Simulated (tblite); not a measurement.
C3H9NOSi2.
Z-matrix (Å and degrees, GFN2-xTB geometry), rows numbered from 1:
```
O 
C   1  1.2082
N   2  1.3348  1  121.30
Si  3  1.7644  2  113.09  1    -0.05
C   4  1.9169  3  107.07  2  -169.86
Si  5  1.9169  4   91.70  3   109.53
C   4  1.9094  3  112.65  2   -74.44
H   2  1.1044  1  122.71  3   179.99
H   3  1.0056  2  120.21  1   179.99
H   4  1.4580  3  107.74  2    62.81
H   5  1.0852  4  112.56  3  -134.25
H   5  1.0861  4  116.91  3   -10.55
H   6  1.4641  5  114.85  4   119.81
H   6  1.4660  5  114.06  4  -112.05
H   7  1.0856  4  113.57  3   138.71
H   7  1.0862  4  115.23  3    15.62
```

Method: GFN2-xTB as coded in tblite; computed harmonic values from a numerical Hessian at the method's own geometry, unscaled. Against measured fundamentals such values can be off by several per cent, at times by over 20. Modes of hydrogen on silicon can be 10 to 20 % off. One conformer, not necessarily the lowest.

Harmonic wavenumbers (cm⁻¹): 44.1, 72.3, 96.1, 160.1, 182.3, 280.6, 357.4, 435.8, 485.7, 526.0, 551.1, 607.9, 608.4, 618.6, 637.2, 684.7, 702.3, 718.7, 755.3, 769.6, 793.5, 816.2, 908.9, 937.6, 955.0, 1083.0, 1088.5, 1138.8, 1338.2, 1376.2, 1453.9, 1469.7, 1733.5, 2226.2, 2246.7, 2306.5, 2787.7, 3014.8, 3020.0, 3030.6, 3033.0, 3480.6.

A = 4133, B = 1085, C = 986.7 MHz; mass 131.022 u (most abundant isotopes); point group C1, symmetry number 1.

Task: Zero-point energy?

Result: Half the sum of the wavenumbers: 24767 cm⁻¹ = 296.27 kJ/mol.

Task: What is S at 298.15 K and 1 bar for an ideal gas of classical rigid rotors and harmonic oscillators?

Result: Translation 169.66, rotation 119.98, vibration 112.91: S = 402.6 J/(mol K).

Task: And Cp and H(298.15 K) − H(0)?

Result: Cp = 157.77 J/(mol K), of which vibrations give 124.52 (their classical limit is 42 R = 349.2); H(298.15 K) − H(0) = 27.82 kJ/mol without the zero-point energy, 17.90 from vibrations.

Task: Which modes carry the vibrational entropy at 298.15 K?

Result: 44.1 cm⁻¹: 21.20; 72.3 cm⁻¹: 17.11; 96.1 cm⁻¹: 14.78; 160.1 cm⁻¹: 10.66; 182.3 cm⁻¹: 9.64; 280.6 cm⁻¹: 6.40 J/(mol K); the other 36 give 33.12 together.

Task: Blend soft modes into free rotors: weight 1/[1 + (100 cm⁻¹/ν̃)⁴] for the oscillator and the rest for a rotor with moment μB/(μ + B), μ = h/(8π²ν), B = 10⁻⁴⁴ kg m². What vibrational entropy results?

Result: 102.79 J/(mol K) in place of 112.91, which changes −T·S at 298.15 K by +3.02 kJ/mol.

Task: What must be added to the electronic energy to get the Gibbs energy at 298.15 K and 1 bar?

Result: ZPE + [H(298.15 K) − H(0)] − T·S = 296.27 + 27.82 − 120.02 = 204.07 kJ/mol.

Hindered rotation and anharmonicity are outside this model. Other conformers, if any are populated, would add a mixing term that is left out. The structure is chiral; the term R ln 2 for an equal mix with its mirror image is left out.
